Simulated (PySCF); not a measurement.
Method: PBE-D3(BJ)/def2-TZVP // TPSSh-D3(BJ)/def2-TZVP run with PySCF. All species are isolated molecules in the gas phase. One relaxed conformer stands for a flexible species; it need not be the lowest. Excitations are Tamm–Dancoff values on a coarser integration grid. The basis has no diffuse functions, so Rydberg states are missing or too high.

Reference species (SMILES): `[O+](/[H])=C\[S@@](C)=O` (O–S–C–O torsion 165°) (charge +1, multiplicity 1).

```json
{
  "T1 excitation (TDA)": "1.64 eV",
  "brightest of the four lowest singlets (TDA)": "3.90 eV",
  "HOMO–LUMO gap": "2.20 eV",
  "LUMO": "-9.58 eV"
}
```

Changed species: `[H]/[O+]=C/N(C)C` (C–N–C–O torsion 0°) (X = dimethylamino, proton added; the reference has X = methylsulfinyl, proton added).

**Question.** Give the shifts of the T1 excitation (TDA), brightest of the four lowest singlets (TDA), HOMO–LUMO gap and LUMO.

**Answer.** the T1 excitation (TDA) rises by 2.98 eV, to 4.62 eV; the brightest of the four lowest singlets (TDA) rises by 3.33 eV, to 7.23 eV; the HOMO–LUMO gap increases by 3.11 eV, to 5.31 eV; the LUMO rises by 2.38 eV, to -7.20 eV.
